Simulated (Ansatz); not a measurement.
Steps of a relaxation of C$_{2}$H$_{6}$OSeSi, SMILES `C[Si]1([SeH])CO1` with RKS PBE-D4/def2-SVP.

```sh
$ ansatz run in.yaml --threads 4 --pin off --events-out ev --progress --plain --max-ram 10444MiB
```

```yaml
crystal:
  periodic: [false, false, false]
  atoms:
    - {symbol: C, position_ang: [-1.713300, 0.272200, 0.122300]}
    - {symbol: Si, position_ang: [0.008100, -0.249400, 0.248700]}
    - {symbol: Se, position_ang: [0.752300, -0.810700, 2.304400]}
    - {symbol: C, position_ang: [1.261500, -0.000700, -1.153200]}
    - {symbol: O, position_ang: [1.024200, 1.068200, -0.355400]}
    - {symbol: H, position_ang: [-1.874800, 1.321600, 0.599400]}
    - {symbol: H, position_ang: [-2.396300, -0.418500, 0.613000]}
    - {symbol: H, position_ang: [-2.002000, 0.417400, -0.966700]}
    - {symbol: H, position_ang: [2.086300, -1.339800, 1.743300]}
    - {symbol: H, position_ang: [2.193900, -0.465800, -1.006400]}
    - {symbol: H, position_ang: [0.725300, 0.148600, -2.128800]}
basis:
  gaussian: {orbitals: def2-SVP}
hamiltonian: {xc: pbe, dispersion: d4}
relax: {f_tol: 0.03, max_steps: 200}
```

Positions (Å) and forces (eV/Å) along the path, 11 of 11 steps:

```xyz
11
step=1 energy=-77413.6215 eV
C    -1.713    0.272    0.122   -1.429    2.242   -0.380
Si    0.008   -0.249    0.249    2.180    0.581   -0.718
Se    0.752   -0.811    2.304    0.813   -0.632    0.191
C     1.262   -0.001   -1.153   -2.956   -0.552   -0.960
O     1.024    1.068   -0.355   -0.656    1.975    1.989
H    -1.875    1.322    0.599    0.331   -1.338   -0.451
H    -2.396   -0.418    0.613   -0.536   -0.428    0.127
H    -2.002    0.417   -0.967    0.183   -0.315    0.757
H     2.086   -1.340    1.743   -0.907    0.350    0.314
H     2.194   -0.466   -1.006    1.973   -1.124   -0.541
H     0.725    0.149   -2.129    1.004   -0.760   -0.329
11
step=2 energy=-77414.1032 eV
C    -1.711    0.285    0.168   -0.764    0.715   -0.154
Si    0.076   -0.144    0.260    1.199    0.661   -0.556
Se    0.682   -0.852    2.361    0.127   -0.034   -0.309
C     1.269    0.018   -1.197   -1.339   -0.926   -0.238
O     1.010    1.175   -0.456   -0.505    0.723    1.171
H    -1.887    1.280    0.666    0.124   -0.455   -0.164
H    -2.379   -0.457    0.636   -0.037   -0.129    0.034
H    -2.007    0.413   -0.901    0.065   -0.067    0.220
H     1.940   -1.391    1.773   -0.026    0.003    0.153
H     2.265   -0.417   -1.065    0.539   -0.240   -0.361
H     0.806    0.032   -2.224    0.618   -0.250    0.204
11
step=3 energy=-77414.2381 eV
C    -1.765    0.323    0.163   -0.028   -0.439    0.215
Si    0.070   -0.049    0.272    0.811    0.435   -0.588
Se    0.745   -0.877    2.316   -0.401    0.160    0.048
C     1.243   -0.012   -1.175   -0.106   -0.512   -0.136
O     1.005    1.233   -0.469   -0.329   -0.241    0.402
H    -1.961    1.266    0.697   -0.083    0.201    0.123
H    -2.406   -0.476    0.599    0.151    0.117   -0.040
H    -2.049    0.460   -0.895    0.048    0.039   -0.142
H     2.017   -1.449    1.832    0.115    0.016   -0.225
H     2.279   -0.427   -1.080   -0.251    0.113    0.021
H     0.887   -0.049   -2.239    0.073    0.112    0.323
11
step=4 energy=-77414.2657 eV
C    -1.746    0.325    0.174    0.294   -0.043    0.046
Si    0.114   -0.007    0.264   -1.333   -0.912    0.684
Se    0.674   -0.875    2.321    0.043    0.051   -0.227
C     1.219   -0.082   -1.188    0.037   -0.437   -0.249
O     1.037    1.173   -0.441    0.966    1.226   -0.364
H    -2.017    1.174    0.838    0.038   -0.057   -0.026
H    -2.357   -0.554    0.461    0.046    0.005   -0.013
H    -1.984    0.614   -0.869   -0.035   -0.002    0.013
H     2.022   -1.250    1.813   -0.024    0.024    0.062
H     2.226   -0.543   -1.110    0.044    0.133    0.058
H     0.877   -0.031   -2.242   -0.076    0.010    0.016
11
step=5 energy=-77414.3091 eV
C    -1.748    0.319    0.172    0.046   -0.060    0.000
Si    0.094   -0.023    0.264   -0.163   -0.014    0.056
Se    0.674   -0.864    2.315   -0.009   -0.023   -0.099
C     1.224   -0.067   -1.184    0.086   -0.198   -0.015
O     1.065    1.192   -0.430    0.114    0.171   -0.017
H    -1.993    1.205    0.794   -0.007   -0.039   -0.015
H    -2.359   -0.540    0.519    0.060    0.056   -0.025
H    -2.006    0.550   -0.881   -0.019    0.009    0.046
H     2.000   -1.291    1.797    0.005    0.030    0.030
H     2.237   -0.520   -1.110   -0.054    0.040    0.029
H     0.877   -0.017   -2.237   -0.058    0.027    0.009
11
step=6 energy=-77414.3140 eV
C    -1.745    0.332    0.178   -0.007    0.167   -0.021
Si    0.098    0.030    0.258    0.066   -0.279   -0.017
Se    0.626   -0.915    2.280    0.112    0.114   -0.104
C     1.212   -0.124   -1.191   -0.025   -0.046   -0.061
O     1.126    1.176   -0.476   -0.069    0.154    0.200
H    -2.039    1.082    0.945   -0.016   -0.076   -0.095
H    -2.328   -0.596    0.350    0.071    0.028    0.005
H    -1.991    0.736   -0.826   -0.030   -0.004    0.075
H     2.041   -1.113    1.858   -0.085    0.010    0.042
H     2.215   -0.592   -1.117   -0.020   -0.066    0.004
H     0.849   -0.073   -2.237    0.004   -0.001   -0.029
11
step=7 energy=-77414.3160 eV
C    -1.733    0.334    0.178    0.104    0.088    0.044
Si    0.104    0.022    0.231    0.091   -0.043   -0.028
Se    0.593   -0.860    2.286    0.046    0.012    0.004
C     1.204   -0.122   -1.227    0.020    0.056    0.030
O     1.131    1.174   -0.490   -0.001   -0.019    0.084
H    -2.021    1.036    0.987   -0.047    0.002   -0.048
H    -2.270   -0.618    0.329   -0.151   -0.097    0.005
H    -2.010    0.768   -0.800   -0.044    0.031   -0.023
H     2.014   -1.132    1.951   -0.026    0.037   -0.046
H     2.194   -0.612   -1.146    0.055   -0.046   -0.016
H     0.858   -0.048   -2.278   -0.046   -0.023   -0.007
11
step=8 energy=-77414.3188 eV
C    -1.733    0.337    0.167   -0.213   -0.065   -0.031
Si    0.095   -0.018    0.244    0.133   -0.047    0.103
Se    0.622   -0.927    2.284   -0.029    0.083   -0.121
C     1.219   -0.123   -1.203   -0.176   -0.190    0.078
O     1.150    1.143   -0.429    0.005    0.042   -0.015
H    -2.035    1.037    0.971    0.032    0.036    0.047
H    -2.324   -0.595    0.294    0.041    0.033   -0.011
H    -1.999    0.795   -0.805    0.054   -0.011   -0.021
H     2.047   -1.007    1.881    0.056   -0.026    0.032
H     2.197   -0.641   -1.146    0.018    0.030    0.000
H     0.826   -0.058   -2.237    0.078    0.117   -0.061
11
step=9 energy=-77414.3244 eV
C    -1.742    0.334    0.167   -0.125   -0.069    0.040
Si    0.093   -0.010    0.243    0.080   -0.048    0.044
Se    0.631   -0.895    2.283    0.027   -0.013    0.003
C     1.204   -0.129   -1.209    0.018   -0.041   -0.130
O     1.149    1.142   -0.433    0.006    0.039   -0.015
H    -2.038    1.047    0.966    0.014   -0.027   -0.036
H    -2.327   -0.603    0.305    0.068    0.120   -0.026
H    -1.998    0.780   -0.815    0.026   -0.026    0.037
H     2.065   -1.053    1.920   -0.084    0.033   -0.025
H     2.189   -0.643   -1.151   -0.094    0.040   -0.009
H     0.839   -0.027   -2.256    0.064   -0.008    0.119
11
step=10 energy=-77414.3256 eV
C    -1.741    0.333    0.167    0.030   -0.039    0.021
Si    0.095   -0.020    0.257   -0.059    0.064   -0.082
Se    0.636   -0.906    2.288    0.017   -0.024    0.024
C     1.198   -0.137   -1.202    0.016    0.078    0.066
O     1.151    1.135   -0.418   -0.007   -0.070    0.011
H    -2.037    1.048    0.962   -0.010    0.014   -0.029
H    -2.335   -0.594    0.297    0.005   -0.020    0.019
H    -1.982    0.771   -0.821    0.014    0.035    0.015
H     2.061   -1.020    1.883    0.002   -0.001    0.021
H     2.178   -0.652   -1.151    0.036   -0.019    0.014
H     0.841   -0.017   -2.242   -0.045   -0.019   -0.080
11
step=11 energy=-77414.3268 eV
C    -1.741    0.331    0.169   -0.002    0.006    0.004
Si    0.094   -0.020    0.251    0.008   -0.010   -0.009
Se    0.631   -0.916    2.283   -0.014   -0.001    0.001
C     1.199   -0.133   -1.207   -0.012   -0.002    0.015
O     1.155    1.133   -0.418    0.004   -0.003   -0.003
H    -2.038    1.050    0.960    0.003    0.000   -0.002
H    -2.333   -0.596    0.303    0.004    0.001   -0.002
H    -1.981    0.774   -0.817   -0.006    0.001   -0.002
H     2.062   -1.011    1.900    0.016    0.000    0.002
H     2.176   -0.655   -1.154    0.000    0.010    0.000
H     0.839   -0.015   -2.249    0.001   -0.001   -0.004
```

Hardware: 4 threads of an Intel Xeon on a shared host. Wall time 69 s, peak host memory 0.19 GiB.
